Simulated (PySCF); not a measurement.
## A survey of $^{33}$S NMR shifts

All values are calculated (PySCF 2.14.0 with density-fitted response routines): σ from GIAO-PBE0/pcSseg-1, geometry: GFN2-xTB. In vacuum, no relativistic terms, single conformer, equivalent nuclei averaged.

Shieldings were converted by a linear fit to measured shifts: $^{33}$S (scatter 33.3 ppm rms vs sulfate, solution or neat liquid). A few per cent of atoms miss by over 2 rms, more outside the fitted compound classes.

Task: Give the $^{33}$S shifts of `CSc1ccsc1`, `CSc1ccsc1`, `CC(=S)S[Si@@H](Cl)S[SiH3]`.

Result: 
| compound | environment | δ (ppm) |
| --- | --- | --- |
| [CH3:1][S:2][c:3]1[cH:4][cH:5][s:6][cH:7]1 | S6: aromatic ring sulfur | -99 |
| [CH3:1][S:2][c:3]1[cH:4][cH:5][s:6][cH:7]1 | S2: sulfide sulfur | -302 |
| [CH3:1][S:2][c:3]1[cH:4][cH:5][s:6][cH:7]1 | S6: aromatic ring sulfur | -99 |
| [CH3:1][S:2][c:3]1[cH:4][cH:5][s:6][cH:7]1 | S2: sulfide sulfur | -302 |
| [CH3:1][C:2](=[S:3])[S:4][Si@@H:5]([Cl:6])[S:7][SiH3:8] | S3: thione sulfur | 477 |
| [CH3:1][C:2](=[S:3])[S:4][Si@@H:5]([Cl:6])[S:7][SiH3:8] | S4: sulfur bonded to C, Si | -51 |
| [CH3:1][C:2](=[S:3])[S:4][Si@@H:5]([Cl:6])[S:7][SiH3:8] | S7: sulfur bonded to 2 Si | -538 |

Task: Match the shifts -17, -132, -371, -544 ppm to `C[SiH2][Si@](C)(S)[SiH2]N`, `CS(=O)(=O)OCF`, `s1p2sp3p1p3s2`, `CC[Si]1(C(Cl)Cl)CSC1`.

Result: -17: CS(=O)(=O)OCF (sulfonyl sulfur); -132: s1p2sp3p1p3s2 (ring sulfur); -371: CC[Si]1(C(Cl)Cl)CSC1 (sulfide sulfur); -544: C[SiH2][Si@](C)(S)[SiH2]N (sulfur bonded to Si, H).
